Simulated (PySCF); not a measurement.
# F⁺ (fluorine, charge +1) across methods

[He] 2s2 2p4, high-spin 3P determinant. Calculation: PySCF 2.14, in aug-cc-pCVTZ-DK with one added diffuse shell each of s, p, d, f type (8s7p5d3f, 75 functions); the spin-free X2C one-electron Hamiltonian (Gaussian nucleus).

```
 method  E (hartree)  mean ε 2s β (eV)  mean ε 2p α (eV)  mean ε 2p β (eV)  Σ⟨r²⟩ (bohr²)   ⟨S²⟩
  TPSSh     -99.2123           -46.148           -31.259           -27.944          7.201  2.002
  B3LYP     -99.2041           -47.063           -32.266           -28.698          7.236  2.002
    LDA     -98.5317           -44.633           -30.011           -26.172          7.307  2.002
    PBE     -99.1068           -44.605           -29.884           -26.452          7.267  2.002
    UHF    -98.91854           -54.393           -40.697           -35.631          7.119  2.005
  HSE06     -99.1294           -46.974           -32.338           -28.654          7.209  2.002
wB97X-V     -99.1755           -50.367           -35.166           -31.570          7.239  2.002
 r2SCAN     -99.1679           -45.054           -30.836           -27.039          7.185  2.003
   PBE0     -99.1198           -47.423           -32.773           -29.027          7.207  2.002
```
